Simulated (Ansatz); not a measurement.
Species: WCl₂, net charge 0, quintet state. The spin state was set by rule; other spins were not relaxed. SMILES: [Cl][W][Cl]
Structure (B3LYP-D3(BJ)/def2-TZVP (Ansatz, a program for electronic structure) minimum search):
```xyz
3

W      0.0034     0.0059    -0.2395
Cl     2.1474     0.0167     0.5524
Cl    -2.1621    -0.0422     0.4903
```
Charge 0, spin multiplicity 5.

Parts of the frozen-core correlation energy in def2-SVPD (Ansatz, hartree). Frozen orbitals: 14; correlated occupied orbitals by spin: 12 and 8; virtual: 63 and 67. UHF or UKS for open shells. Spin-orbit coupling is left out. In def2 rows, elements after Kr have scalar-relativistic effective core potentials.

```json
[
 {"term": "reference (HF)", "value": "-985.21509"},
 {"term": "MP2 opposite-spin", "value": "-0.24943"},
 {"term": "MP2 same-spin", "value": "(withheld)"},
 {"term": "CCSD correlation", "value": "(withheld)"},
 {"term": "(T)", "value": "(withheld)"},
 {"term": "T1 diagnostic", "value": "0.021"},
 {"term": "largest doubles amplitude", "value": "0.028"},
 {"term": "<S^2> of the reference", "value": "6.023"}
]
```

### Question
What belongs in the gaps?

### Answer

- MP2 same-spin, value: -0.12462
- CCSD correlation, value: -0.40257
- (T), value: -0.01323
